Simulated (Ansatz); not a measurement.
Reaction (formal exchange of groups at the Se–Si bond): `C[Si](F)(Cl)[SeH]` + `C1[SiH2]S1` → `[SeH][SiH]1CS1` + `C[SiH](F)Cl`

Calculated with Ansatz (gas phase, PBE0-D4/def2-TZVP geometries, no zero-point term in ΔE). CCSD(T)/CBS adds triple-zeta CCSD(T) − MP2 to the extrapolated MP2 energy (def2 sets, frozen cores). Functionals use def2-TZVPP. B3LYP here is the variant with VWN-RPA as its local correlation; programs differ in this. For Se outer-core shells are correlated without core-valence functions, which leaves a few kJ/mol of doubt a bond. Scalar relativity is left out up to krypton. Each species was taken in one conformer, which may not be the lowest.

Problem. Is it downhill or uphill in electronic energy at CCSD(T)/CBS, and by how much? (Estimate.)

Solution. Ansatz gave: Downhill: ΔE = -3.6 kJ/mol.

Problem. What do these levels give: PBE-D4, r2SCAN-D4, PBE0-D4, ωB97M-V, B2PLYP, r2SCAN, B3LYP, HF/def2-TZVPP, MP2/def2-TZVPP, SCS-MP2/def2-TZVPP, HF/def2-QZVPP, HF/CBS(def2)? (An estimate is asked.)

Solution. Ansatz gave: PBE-D4 -2.4, r2SCAN-D4 -3.2, PBE0-D4 -2.9, ωB97M-V -1.3, B2PLYP -5.4, r2SCAN -3.5, B3LYP -5.6, HF/def2-TZVPP -7.3, MP2/def2-TZVPP -5.1, SCS-MP2/def2-TZVPP -5.8, HF/def2-QZVPP -7.5, HF/CBS(def2) -7.5 kJ/mol.

Largest T1 diagnostic among the species: 0.012.
